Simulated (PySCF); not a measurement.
**BI₃: umbrella curve**

All numbers come from r2SCAN in PySCF with B def2-TZVP, I def2-TZVP with ECP28; scalar-relativistic core potentials, no spin–orbit coupling; density-fitted integrals.

Rigid scan from the singlet minimum (B–I 2.120 Å (×3); I–B–I 120.0° (×3)). Coordinate: angle between each bond and the threefold axis, bonds fixed. Energies in kJ/mol from the minimum.

Predict the curve at 55, 60, 65, 70, 75, 80, 85, 90.


| angle of the bonds to the threefold axis (°) | E (kJ/mol) | dipole size (D) |
| --- | --- | --- |
| 55 | 768.8 | 2.81 |
| 60 | 329.2 | 0.24 |
| 65 | 203.3 | 0.31 |
| 70 | 119.4 | 0.31 |
| 75 | 63.2 | 0.26 |
| 80 | 27.0 | 0.19 |
| 85 | 6.6 | 0.10 |
| 90 | 0.0 | 0.00 |

Other isomers or separated fragments may lie lower.
